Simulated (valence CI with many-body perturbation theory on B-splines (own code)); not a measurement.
Results of a calculation; reference values are marked as such.
## Hg LXXVI: magnetic and hyperfine properties of the levels

Level of theory: configuration interaction combined with many-body perturbation theory (CI+MBPT): three valence electrons over a frozen Dirac-Fock core [He], a basis of 11 s, 11 p, 10 d, 8 f, 5 g, 2 h functions for each j, with the one-electron correlation potential Σ1, the two-electron term Σ2, the three-electron term Σ3, Breit, model QED; selected CI, second order for the rest, scaled by the run's own slope (own B-spline code, finite nucleus).

No measured spectrum was set against this ion. As an estimate, large intervals hold to a few tenths of a per cent, small ones and those within an open d or f shell to about a per cent.

A/g_I is the dipole constant over the nuclear g factor μ/I (μ in nuclear magnetons, uniformly magnetised nucleus), B/Q the quadrupole constant per barn. Both hold the static response of the core; the bare values leave it out. Large factors of s and p1/2 electrons are usually good to 5 to 10 %; those of open d and f shells near neutrality can be off by tens of per cent, and small factors of p3/2, d and f electrons come from cancelling terms and can be off by a factor of two or in sign, in half-filled shells by more. B is blank for J = 1/2, where it vanishes, and for nearly pure S terms. Energies count from the lowest level.

Levels are named by their leading jj configuration (3d3/2^4 stands for four electrons in 3d with j = 3/2), which in mixed levels can hold well under half, so a name can repeat and another be missing. Letters in brackets count levels of one name in rising energy.

| Level | E (eV) | g | A/g_I (MHz) | A/g_I bare | B/Q (MHz/b) | B/Q bare |
| --- | --- | --- | --- | --- | --- | --- |
| (2s^2 2p1/2) J=1/2 | 0 | 0.605 | 1.12e+07 | 1.12e+07 |  |  |
| (2s 2p1/2^2) J=1/2 | 312 | 1.999 | 3.35e+07 | 3.32e+07 |  |  |
| (2s^2 2p3/2) J=3/2 | 2097 | 1.291 | 1100000 | 1130000 | 2220000 | 2220000 |
| (2s 2p1/2 2p3/2) J=3/2 [a] | 2317 | 1.608 | 7850000 | 7800000 | 1740000 | 1740000 |
| (2s 2p1/2 2p3/2) J=5/2 | 2360 | 1.294 | 9640000 | 9580000 | 1980000 | 1990000 |
| (2s 2p1/2 2p3/2) J=1/2 | 2442 | 1.273 | -1.31e+07 | -1.29e+07 |  |  |
| (2s 2p1/2 2p3/2) J=3/2 [b] | 2443 | 0.969 | 9070 | 64800 | 1080000 | 1080000 |
| (2p1/2^2 2p3/2) J=3/2 | 2765 | 1.301 | 1040000 | 1080000 | 2160000 | 2160000 |
| (2s 2p3/2^2) J=5/2 | 4432 | 1.411 | 7650000 | 7600000 | 225000 | 225000 |
| (2s 2p3/2^2) J=1/2 | 4554 | 1.916 | 3.38e+07 | 3.35e+07 |  |  |
| (2s 2p3/2^2) J=3/2 | 4554 | 1.161 | -5460000 | -5350000 | -178000 | -178000 |
| (2p1/2 2p3/2^2) J=3/2 | 4806 | 1.427 | -993000 | -924000 | 89200 | 89300 |
| (2p1/2 2p3/2^2) J=5/2 | 4828 | 1.154 | 3100000 | 3120000 | -5860 | -5860 |
| (2p1/2 2p3/2^2) J=1/2 | 4893 | 0.605 | 1.13e+07 | 1.12e+07 |  |  |
| (2p3/2^3) J=3/2 | 6950 | 1.281 | 1070000 | 1110000 | -2250000 | -2250000 |
| (2s^2 3s) J=1/2 | 12786 | 1.977 | 1.00e+07 | 9930000 |  |  |
| (2s^2 3p1/2) J=1/2 | 12888 | 0.652 | 3410000 | 3400000 |  |  |
| (2s 2p1/2 3s) J=1/2 [a] | 12995 | 2.345 | 1.93e+07 | 1.91e+07 |  |  |
| (2s 2p1/2 3s) J=3/2 | 13025 | 1.518 | 1.84e+07 | 1.82e+07 | -136000 | -137000 |
| (2s 2p1/2 3s) J=1/2 [b] | 13061 | 0.678 | 1.73e+07 | 1.72e+07 |  |  |
| (2s 2p1/2 3p1/2) J=1/2 [a] | 13081 | 0.254 | -1850000 | -1790000 |  |  |
| (2s 2p1/2 3p1/2) J=3/2 | 13111 | 1.073 | 1.62e+07 | 1.61e+07 | -132000 | -132000 |
| (2s 2p1/2 3p1/2) J=1/2 [b] | 13164 | 1.892 | 3.42e+07 | 3.38e+07 |  |  |
| (2p1/2^2 3s) J=1/2 | 13366 | 1.977 | 9620000 | 9530000 |  |  |
| (2p1/2^2 3p1/2) J=1/2 | 13446 | 0.640 | 3410000 | 3390000 |  |  |
| (2s^2 3p3/2) J=3/2 | 13506 | 1.316 | 350000 | 358000 | 690000 | 691000 |
| (2s^2 3d3/2) J=3/2 | 13570 | 0.782 | 215000 | 215000 | 132000 | 133000 |
| (2s 2p1/2 3p3/2) J=3/2 [a] | 13714 | 1.382 | 1490000 | 1480000 | 680000 | 681000 |
| (2s^2 3d5/2) J=5/2 | 13728 | 1.209 | 2100000 | 2080000 | 260000 | 260000 |
| (2s 2p1/2 3p3/2) J=3/2 [b] | 13753 | 1.238 | 5110000 | 5080000 | 245000 | 246000 |
| (2s 2p1/2 3p3/2) J=5/2 | 13753 | 1.279 | 7230000 | 7170000 | 449000 | 450000 |
| (2s 2p1/2 3p3/2) J=1/2 | 13757 | 1.334 | -1.44e+07 | -1.42e+07 |  |  |
| (2s 2p1/2 3d3/2) J=3/2 [a] | 13765 | 0.573 | -2800000 | -2760000 | 133000 | 134000 |
| (2s 2p1/2 3d3/2) J=5/2 | 13799 | 0.991 | 9110000 | 9030000 | 7160 | 7830 |
| (2s 2p1/2 3d3/2) J=3/2 [b] | 13818 | 1.138 | 9070000 | 8970000 | 124000 | 124000 |
| (2s 2p1/2 3d3/2) J=1/2 | 13822 | 0.440 | -1.47e+07 | -1.46e+07 |  |  |
| (2s 2p1/2 3d5/2) J=5/2 [a] | 13938 | 1.294 | 2060000 | 2030000 | 148000 | 149000 |
| (2s 2p1/2 3d5/2) J=7/2 | 13970 | 1.213 | 6530000 | 6470000 | 5020 | 5870 |
| (2s 2p1/2 3d5/2) J=5/2 [b] | 13982 | 1.075 | 739000 | 740000 | 230000 | 231000 |
| (2s 2p1/2 3d5/2) J=3/2 | 13983 | 1.127 | -8560000 | -8480000 | 82800 | 83400 |

Problem. Take the isotope of mass number 201, with I = 3/2, μ = -0.558 μN and Q = 0.387 b. What is the hyperfine structure of (2s^2 2p1/2) J=1/2?

Solution. From the table A = -4180000 MHz. Shifts from the centre of gravity in MHz: F = 1: 5220000, F = 2: -3140000.
